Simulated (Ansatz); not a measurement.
Ansatz (a quantum-chemistry and plane-wave program) input (PBE/3-21G): The .json file is the Basis Set Exchange's 3-21G.

Ansatz 0.2 input:
```yaml
crystal:
  periodic: [false, false, false]
  atoms:
    - {symbol: C, position_ang: [0.63081400, -0.23006900, -1.76891700]}
    - {symbol: Si, position_ang: [0.06735300, -0.02662300, -0.11763800]}
    - {symbol: C, position_ang: [-1.79756000, 0.39591200, -0.08410600]}
    - {symbol: N, position_ang: [0.89338400, 1.18761000, 0.91822500]}
    - {symbol: N, position_ang: [0.24541400, -1.41067200, 1.00126100]}
    - {symbol: H, position_ang: [0.09270800, 0.22090600, -2.60024000]}
    - {symbol: H, position_ang: [1.64156500, -0.55009500, -2.01494500]}
    - {symbol: H, position_ang: [-2.39971500, -0.44947300, -0.42865400]}
    - {symbol: H, position_ang: [-2.12464100, 0.64975800, 0.92983000]}
    - {symbol: H, position_ang: [-2.01462100, 1.24882000, -0.73515400]}
    - {symbol: H, position_ang: [0.42192200, 1.45835900, 1.77579200]}
    - {symbol: H, position_ang: [1.13181800, 2.02065400, 0.39732700]}
    - {symbol: H, position_ang: [0.21061600, -2.29257500, 0.50465300]}
    - {symbol: H, position_ang: [1.12629800, -1.36726400, 1.50005800]}
basis:
  gaussian:
    orbitals: 3-21G.json
hamiltonian:
  xc: {name: PBE}
total_charge: -1
output: {forces: true}
```

Output:

```
Functional definition: PBE
integrals: 0.03 GiB planned
844 factors; integrals over basis functions are off by at most 1.0e-3 eV
mean field: 0.13 GiB planned
mean field evaluation 1: about -12985.0135 eV, gradient 7.4e1 eV
mean field evaluation 2: about -12964.6813 eV, gradient 1.0e2 eV
mean field evaluation 4: about -12997.0263 eV, gradient 8.6e0 eV
mean field evaluation 8: about -12997.1373 eV, gradient 7.2e-1 eV
mean field evaluation 16: about -12997.1387 eV, gradient 7.8e-5 eV
mean field -12997.13865734 eV, -477.6360358803 hartree, gradient 7.8e-5 eV, S^2 0.000000; 0 other end points of the search recorded, 0 dependent functions left out
the calculation of the forces begins
reference -12997.13868697 eV, -477.6360369692 hartree; 25, 25 occupied and 42, 42 virtual orbitals, 844 factors
Total energy: -12997.13868697 eV, -477.6360369692 hartree
Atom 0 at     0.630814    -0.230069    -1.768917 Å, force     0.154209    -0.017624    -0.610632 eV/Å
Atom 1 at     0.067353    -0.026623    -0.117638 Å, force    -0.145085    -0.031351    -0.274609 eV/Å
Atom 2 at    -1.797560     0.395912    -0.084106 Å, force    -0.248041     0.105369     0.010190 eV/Å
Atom 3 at     0.893384     1.187610     0.918225 Å, force     0.335498    -0.290908     0.207299 eV/Å
Atom 4 at     0.245414    -1.410672     1.001261 Å, force    -0.404376    -0.006084     0.472831 eV/Å
Atom 5 at     0.092708     0.220906    -2.600240 Å, force    -0.250709     0.120985    -0.355589 eV/Å
Atom 6 at     1.641565    -0.550095    -2.014945 Å, force     0.377799    -0.154155    -0.054264 eV/Å
Atom 7 at    -2.399715    -0.449473    -0.428654 Å, force    -0.222069    -0.336879    -0.131146 eV/Å
Atom 8 at    -2.124641     0.649758     0.929830 Å, force    -0.112493     0.090985     0.401423 eV/Å
Atom 9 at    -2.014621     1.248820    -0.735154 Å, force    -0.082171     0.347463    -0.275917 eV/Å
Atom 10 at     0.421922     1.458359     1.775792 Å, force    -0.377954     0.201207     0.918372 eV/Å
Atom 11 at     1.131818     2.020654     0.397327 Å, force     0.369474     0.736193    -0.508735 eV/Å
Atom 12 at     0.210616    -2.292575     0.504653 Å, force    -0.208754    -0.867697    -0.425496 eV/Å
Atom 13 at     1.126298    -1.367264     1.500058 Å, force     0.814671     0.102496     0.626274 eV/Å
Dipole moment:    -0.173505     0.241413     0.586491 e Å
```

The dipole moment of an ion depends on the origin.

The geometry given is a B3LYP-D3(BJ)/def2-TZVP minimum.
